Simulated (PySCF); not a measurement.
Computed properties of C3H7FOSi, SMILES C/C=C(\F)[SiH2]O

C3H7FOSi, SMILES C/C=C(\F)[SiH2]O. Geometry optimised at PBE0-D3(BJ)/def2-SVP. The structure was generated by enumeration; whether it is a known compound was not checked. Other conformers were not sampled. All values are computed for the isolated molecule unless a solvent is named; none is compared with measurement here.

**Structure.** All 33 harmonic modes at PBE0-D3(BJ)/def2-SVP (PySCF) are real, so it is a minimum. With heavy atoms numbered as in [CH3:1]/[CH:2]=[C:3](\[F:4])[SiH2:5][OH:6], the shortest bond between them is C2–C3 at 1.338 Å and the longest C3–Si5 at 1.877 Å.

**Vibrations.** The strongest infrared lines (harmonic, unscaled, degenerate partners summed) lie at 914 cm⁻¹ (256 km/mol, H 82 %, Si 11 %), 2224 cm⁻¹ (143 km/mol, H 97 %), 3936 cm⁻¹ (119 km/mol, H 94 %). The softest mode is at 59 cm⁻¹ and the zero-point energy is 59.2 kcal/mol.

**Electronic structure.** M06-2X/def2-TZVP (PySCF) places the frontier levels at -8.60 and 0.41 eV, a gap of 9.01 eV, and gives a dipole moment of 0.81 D and a mean polarisability of 65.7 bohr³. PBE/def2-TZVP (PySCF) at the same geometry gives -6.16 and -1.35 eV, so its gap is 4.20 eV narrower. An orbital gap is neither the optical nor the fundamental gap.

**Excitations.** TDDFT-M06-2X/def2-SVPD (PySCF) has S1 at 6.56 eV (189 nm, f = 0.234, bright); the most intense of the 10 singlets computed lies at 6.56 eV (f = 0.23). T1 (TDA) is at 4.42 eV. TDDFT-PBE/def2-SVPD (PySCF) puts S1 at 5.49 eV. No vertical singlet excitation falls in the visible range (under 3.1 eV).

**NMR.** GIAO shifts at HF/pcSseg-1 (PySCF) (non-relativistic, atoms alike by connectivity averaged): ¹³C from 12.3 to 172.2 ppm against TMS; ¹H from 2.0 to 5.8 ppm against TMS; ²⁹Si at -31.3 ppm against TMS; ¹⁹F at -122.0 ppm against CFCl3.

**Solvation.** SMD-M06-2X/def2-SVP (PySCF) gives -2.5 kcal/mol in water, -5.6 kcal/mol in 2-propanol, -3.9 kcal/mol in ethylethanoate (1 M in both phases, gas-phase geometry); of these solvents 2-propanol holds the molecule best.
